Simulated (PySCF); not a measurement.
NMR data simulated for an unnamed compound:

¹H NMR (300 MHz, computed): δ 6.36 (m, 1H), 5.25 (m, 1H), 5.19 (m, 1H), 4.86 (t, 2H), 3.81 (s, 3H), 1.67 (m, 2H).

¹³C{¹H} NMR (computed): δ 144.2 (CH), 119.1 (CH2), 54.5 (CH3), 26.6 (CH2).

[PySCF: σ from GIAO-PBE0/pcSseg-1; geometry from GFN2-xTB; one conformer; equivalent nuclei averaged; in vacuum; no relativistic terms]

Referencing at the same level of theory: TMS for ¹H (31.72 ppm) and ¹³C (186.93 ppm).

Question: Which of these does the molecule contain: a Si–H bond, a C≡C triple bond, a (CH3)2CH unit, a benzene ring, a non-aromatic C=C double bond, a vinyl group CH=CH2?

Answer: 
- A Si–H bond: yes (δH 4.86 (t)).
- A C≡C triple bond: no.
- A (CH3)2CH unit: no.
- A benzene ring: no.
- A non-aromatic C=C double bond: yes.
- A vinyl group CH=CH2: yes (δC 119.1, 144.2; δH 5.25 (m), 5.19 (m), 6.36 (m)).

The data belong to SMILES O([SiH2]CC=C)C, C4H10OSi; they needn't prove each group on their own.

Carbon signals by region: 2 in the sp2 and nitrile region (100–160 ppm), 1 at 50–100 ppm, 1 below 50 ppm.

Shifts are as computed. Against solution values, carbons near 30 ppm lie about +3 ppm off and those near 130 ppm about +5 ppm. Of 1211 compounds with measured shifts, 218 miss one by over three times the rms of a fit or turn the order of signals round; such compounds aren't used in these exercises. No couplings were computed; multiplicities are counted from neighbouring protons, with m where these are inequivalent, close in shift, in a saturated or five-membered ring or joined by F or P, and br s for small geminal =CH2 splittings.
